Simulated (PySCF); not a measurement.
Partial charges of `OB(O)[SiH2][SiH2][SiH2][SiH3]`

Compound: BH11O2Si4.
Atom-mapped SMILES: `[OH:1][B:2]([OH:3])[SiH2:4][SiH2:5][SiH2:6][SiH3:7]` (hydrogens: H8 on O1; H9 on O3; H10, H11 on Si4; H12, H13 on Si5; H14, H15 on Si6; H16, H17, H18 on Si7)

Cartesian coordinates in Å at the PBE0-D3(BJ)/def2-SVP level; atoms count from 1:
```
atom  x, y, z in Å
O1     1.6978   -2.4656   -0.6940
B2     1.5102   -1.2762   -0.0659
O3     0.9615   -1.1366    1.1743
Si4    2.0182    0.4520   -1.0108
Si5    0.4799    2.0776   -0.3164
Si6   -1.6687    1.3991   -0.9700
Si7   -2.2331   -0.7359   -0.1752
H8     1.4029   -3.2415   -0.2016
H9     0.6777   -1.9520    1.6056
H10    3.4062    0.8874   -0.6466
H11    1.9547    0.3104   -2.5002
H12    0.7556    3.4257   -0.9096
H13    0.5097    2.2023    1.1750
H14   -2.7132    2.3620   -0.4927
H15   -1.7349    1.3519   -2.4668
H16   -2.0972   -0.8217    1.3114
H17   -3.6494   -1.0595   -0.5357
H18   -1.3554   -1.7783   -0.7970
```

Density: PBE0/pcSseg-1 (PySCF); schemes: Mulliken, IAO, Hirshfeld and ESP-fitted. Geometry: PBE0-D3(BJ)/def2-SVP, one conformer, isolated molecule.

For which atoms does the sign change between the 4 schemes (beyond +0.03 e in one, beyond −0.03 e in another)?

For none.

At which atom do the 4 schemes differ most?

At O3: from -0.661 (ESP-fitted) to -0.237 e (Hirshfeld), 0.424 e apart.

Do the Mulliken, IAO, Hirshfeld and ESP-fitted schemes agree on where the charge is lowest?

All schemes pick atoms of one kind: Mulliken O3 (-0.419); IAO O3 (-0.533); Hirshfeld O1 (-0.248); ESP-fitted O1 (-0.663).

What partial charge does each atom carry?

In e:

```csv
atom,environment,Mulliken,IAO,Hirshfeld,ESP-fitted
O1,boron-bound oxygen,-0.401,-0.523,-0.248,-0.663
B2,three-coordinate boron,+0.350,+0.289,+0.167,+0.534
O3,boron-bound oxygen,-0.419,-0.533,-0.237,-0.661
Si4,SiH2 silicon,+0.127,+0.266,+0.156,+0.123
Si5,SiH2 silicon,+0.036,+0.157,+0.138,+0.069
Si6,SiH2 silicon,+0.004,+0.144,+0.142,+0.144
Si7,SiH3 silicon,+0.178,+0.278,+0.198,+0.182
H8,hydroxyl hydrogen,+0.228,+0.349,+0.177,+0.425
H9,hydroxyl hydrogen,+0.236,+0.350,+0.177,+0.424
H10,Si–H hydrogen,-0.029,-0.081,-0.072,-0.063
H11,Si–H hydrogen,-0.030,-0.088,-0.075,-0.069
H12,Si–H hydrogen,-0.025,-0.081,-0.074,-0.051
H13,Si–H hydrogen,-0.022,-0.078,-0.072,-0.047
H14,Si–H hydrogen,-0.022,-0.078,-0.073,-0.064
H15,Si–H hydrogen,-0.025,-0.082,-0.074,-0.070
H16,Si–H hydrogen,-0.059,-0.096,-0.077,-0.069
H17,Si–H hydrogen,-0.048,-0.091,-0.075,-0.068
H18,Si–H hydrogen,-0.080,-0.103,-0.078,-0.078
```

Mean size of the charges over all atoms: ESP-fitted 0.211 e, IAO 0.204 e, Mulliken 0.129 e, Hirshfeld 0.128 e. Each set sums to the total charge, 0, to within 0.001 e. The ESP scheme fits charges at the nuclei, held to the total charge, to the electrostatic potential on points at 1.4 to 2.0 times the van der Waals radii. The Mulliken scheme counts on each atom the diagonal of the density matrix times the overlap matrix over that atom's basis functions.

Sum the charges by element, for elements with more than one atom.

```tsv
element	atoms	Mulliken	IAO	Hirshfeld	ESP-fitted
O	2	-0.820	-1.056	-0.485	-1.324
Si	4	+0.345	+0.844	+0.634	+0.518
H	11	+0.125	-0.077	-0.316	+0.271
```

How closely do the schemes follow one another over all atoms?

Correlation coefficient and root-mean-square difference: Mulliken with ESP-fitted 0.98, 0.121 e; IAO with Hirshfeld 0.97, 0.120 e; IAO with ESP-fitted 0.96, 0.091 e; Mulliken with IAO 0.96, 0.090 e; Hirshfeld with ESP-fitted 0.90, 0.185 e; Mulliken with Hirshfeld 0.89, 0.089 e.

The run behind these numbers computed NMR shieldings as well. On an Arm Neoverse V1 with one thread, shared host with 32 logical CPUs at a one-minute load of 26, this took 44 s of wall time and 1.1 GiB of memory at its peak.
